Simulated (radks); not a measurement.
The numbers below are computed, except where a source is named.
These are the eigenvalues of the occupied orbitals of an atom or ion with whole-number occupations (eV). Level of theory: Dirac Kohn-Sham, relativistic LDA (MacDonald-Vosko exchange, VWN5 correlation), spin-unpolarised, spherical densities, finite nucleus; Fermi nuclear charge, rms radius of each element as measured or else 0.836 A^(1/3) + 0.57 fm (a radial shooting solver on a logarithmic mesh with Libxc functionals).

| orbital | eigenvalue |
|---|---|
| 1s1/2 | -44733.17 |
| 2s1/2 | -7316.725 |
| 2p1/2 | -6939.544 |
| 2p3/2 | -6385.487 |
| 3s1/2 | -1631.883 |
| 3p1/2 | -1468.562 |
| 3p3/2 | -1357.142 |
| 3d3/2 | -1070.717 |
| 3d5/2 | -1046.455 |
| 4s1/2 | -359.0286 |
| 4p1/2 | -296.5453 |
| 4p3/2 | -271.7508 |
| 4d3/2 | -168.1829 |
| 4d5/2 | -163.7021 |
| 5s1/2 | -76.7912 |
| 5p1/2 | -58.5627 |
| 5p3/2 | -54.5270 |
| 4f5/2 | -43.2407 |
| 6p1/2 | -19.9541 |

Which element is it, and in what charge state? The configuration may be excited.

Answer. Z = 61, promethium, charge +3: Pm3+ in [Xe] 4f(5/2: 3, 7/2: 0) 6p(1/2: 1, 3/2: 0). The list shows which subshells hold electrons but not how many an open one holds; the 1s level, -1643.9 hartree, gives Z - s = 57.3 by -(Z - s)^2/2, which with screening and relativity narrows Z to a few neighbours, and the depths of the outer levels then fix element, charge and occupations together.
